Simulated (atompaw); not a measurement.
## What one change does to a pseudopotential (Er, PAW (atompaw))

```
Element                 : Er (Z = 68)
Generator               : atompaw 4.2.0.5
Type                    : PAW
Functional              : PBEsol
Relativity              : scalar-relativistic
Frozen core             : [Kr] 4d10
Valence charge          : 22
Reference configuration : 4f12 5s2 5p6 5d0 6s1.75 6p0.25
Partial waves           : 5s (bound): rc 1.70 bohr; 6s (bound): rc 2.10 bohr; 5p (bound): rc 2.40 bohr; 6p (bound): rc 2.75 bohr; 5d (bound, empty): rc 3.00 bohr; 5d channel at 4.85 Ry: rc 3.00 bohr; 4f (bound): rc 0.85 bohr; 4f channel at 2.65 Ry: rc 0.85 bohr
Local potential         : bessel scheme, radius 2.85 bohr
Core correction         : smooth core density matched at 2.90 bohr
Augmentation charge     : sinc compensation charge, radius 2.40 bohr; PAW radius 3.00 bohr; waves and projectors: custom rrkj vanderbiltortho
```

All-electron outer shells of the reference configuration (PBEsol, scalar-relativistic, ld1.x):

```json
{"shell": "4p", "level (eV)": "-314.62", "outermost node (bohr)": "0.27", "outermost maximum (bohr)": "0.49"}
{"shell": "4d", "level (eV)": "-165.62", "outermost node (bohr)": "0.25", "outermost maximum (bohr)": "0.51"}
{"shell": "5s", "level (eV)": "-52.31", "outermost node (bohr)": "0.60", "outermost maximum (bohr)": "1.11"}
{"shell": "5p", "level (eV)": "-26.82", "outermost node (bohr)": "0.65", "outermost maximum (bohr)": "1.28"}
{"shell": "6s", "level (eV)": "-4.08", "outermost node (bohr)": "1.52", "outermost maximum (bohr)": "3.34"}
{"shell": "4f", "level (eV)": "-3.58", "outermost node (bohr)": "–", "outermost maximum (bohr)": "0.51"}
{"shell": "6p", "level (eV)": "-1.30", "outermost node (bohr)": "1.86", "outermost maximum (bohr)": "4.68"}
{"shell": "5d", "level (eV)": "-1.21", "outermost node (bohr)": "0.73", "outermost maximum (bohr)": "2.08"}
```

Change: reference 4f12 5s2 5p6 5d0 6s0 6p0.

Cutoffs: the cutoffs (Ry, on a coarse ladder) from which the occupation-weighted sum of valence levels, in a spherical-Bessel basis at the reference potential, stays within 10 and 1 mRy of its value at 400 Ry; they do not see the model core or the augmentation charge, which bear on the density cutoff.

Problem. What does the change do?

Solution. The range in which the d phases agree widens (upper end 0.2 → at the end of the scan); the range in which the f phases agree narrows (upper end 4.9 → 0.2); neither file shows a bound ghost.

| quantity | base | changed |
| --- | --- | --- |
| cutoff, loose | 300 Ry | 300 Ry |
| cutoff, tight | over 300 Ry | over 300 Ry |
| loose cutoff by channel (10 mRy a level) | s 15 Ry, p 15 Ry, f 180 Ry | s 15 Ry, p 12 Ry, f 180 Ry |
| bound ghosts | none | none |
| s: phases at 3.00 bohr within 0.05 rad from the reference energy up to (Ry; the scan ends near 5) | 4.3 | 3.4 |
| p: phases at 3.00 bohr within 0.05 rad from the reference energy up to (Ry; the scan ends near 5) | 4.3 | 4.4 |
| d: phases at 3.00 bohr within 0.05 rad from the reference energy up to (Ry; the scan ends near 5) | 0.2 | to the end of the scan |
| f: phases at 3.00 bohr within 0.05 rad from the reference energy up to (Ry; the scan ends near 5) | 4.9 | 0.2 |
| lowest overlap eigenvalue by channel | s 0.14, p 0.08, d 0.87, f 1.00 | s 0.16, p 0.63, d 0.82, f 1.00 |

 The cutoffs see the waves, projectors and local potential, not the compensation charge or the core.
